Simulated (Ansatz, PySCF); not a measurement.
Process, species as SMILES: CC(C)(C)O[Si](F)(F)F [trifluoro-[(2-methylpropan-2-yl)oxy]silane] + 3 C (CH4) + O (H2O) + 3 [SiH4] (SiH4) -> 3 CC (C2H6) [ethane] + CO (CH4O) + 3 F[SiH3] [fluorosilane] + O[SiH3] [hydroxysilane]
Structures are relaxed separately at B3LYP-D3(BJ)/def2-TZVP in Ansatz (a quantum-chemistry and plane-wave program), one conformer each, not searched for the lowest. Frequencies are from Ansatz or PySCF.
Geometry of the first species:
```
C
O 1 1.4568
C 1 1.5221 2 105.31
H 3 1.0900 1 110.25 2 58.24
H 3 1.0902 4 108.49 1 121.03
H 3 1.0908 4 108.66 5 117.94
C 1 1.5242 2 107.65 3 118.95
H 7 1.0901 1 110.24 2 -57.11
H 7 1.0904 8 108.60 1 -121.58
H 7 1.0910 8 108.53 9 -117.58
C 1 1.5252 2 109.67 3 -119.68
H 11 1.0902 1 110.75 2 57.15
H 11 1.0906 12 108.40 1 -120.78
H 11 1.0920 12 108.72 13 -116.77
Si 2 1.5925 1 132.78 3 157.14
F 15 1.5748 2 108.64 1 165.55
F 15 1.5809 16 107.45 2 -122.62
F 15 1.5832 16 108.10 17 -114.39
```
Charge 0, spin multiplicity 1.

Quantity: bond separation energy (enthalpy at 298 K, with B3LYP-D3(BJ) rigid-rotor harmonic-oscillator terms), in kcal/mol. Correlated levels leave the core frozen unless marked. Spin-orbit coupling is left out. No relativistic terms. CBS(X,Y): correlation extrapolated as X^-3; Hartree-Fock from the larger set. The bracket is a focal-point correction in the basis named.

| level | program | bond separation energy (kcal/mol) |
|---|---|---|
| SVWN5/def2-TZVPD | Ansatz | ? |
| PBE0-D3(BJ)/def2-TZVPD | Ansatz + dftd3 | ? |
| LC-wPBE-D3(BJ)/def2-TZVPD | Ansatz + dftd3 | 42.6 |
| B2GP-PLYP/def2-TZVPD | Ansatz | ? |
| SCS-MP2/6-31G* | Ansatz | 48.1 |
| RI-MP2/CBS(cc-pV(T+d)Z,cc-pV(Q+d)Z)+[CCSD(T)-MP2]/cc-pV(T+d)Z | Ansatz | 43.5 |

Question: Some entries are withheld; supply them.

Answer: 
- SVWN5/def2-TZVPD, bond separation energy (kcal/mol): 48.9
- PBE0-D3(BJ)/def2-TZVPD, bond separation energy (kcal/mol): 41.9
- B2GP-PLYP/def2-TZVPD, bond separation energy (kcal/mol): 40.1
